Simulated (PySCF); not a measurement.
UHF on Zr²⁺ (zirconium, charge +2)

Configuration: [Kr] 4d2, high-spin 3F determinant. All numbers are calculated (PySCF 2.14, scalar relativity through the core potential, in def2-SVP with the def2 core potential (28 electrons)).

| Quantity | Value |
| --- | --- |
| Total energy | -45.788845 hartree |
| One-electron energy | -71.5937 hartree |
| Hartree (Coulomb) energy | 30.9070 hartree |
| Exchange energy | -5.1021 hartree |
| ⟨S²⟩ | 2.0036 |
| ⟨L²⟩ | 12.044 |
| Sum of ⟨r⟩ | 14.83 bohr |
| Sum of ⟨r²⟩ | 25.75 bohr² |
| Time after the integrals | 0.09 s of wall time on 1 thread of INTEL(R) XEON(R) PLATINUM 8581C CPU @ 2.10GHz (shared host) |

| shell | electrons | mean orbital energy (hartree) | rms radius, mean of both spins (bohr) |
| --- | --- | --- | --- |
| 4s α | 1 | -3.09449 | 1.31 |
| 4s β | 1 | -3.01096 | 1.31 |
| 4p α | 3 | -2.09047 | 1.47 |
| 4p β | 3 | -1.97379 | 1.47 |
| 4d α | 2 | -0.84288 | 2.17 |

Energies and moments cover only the electrons outside the core potential.
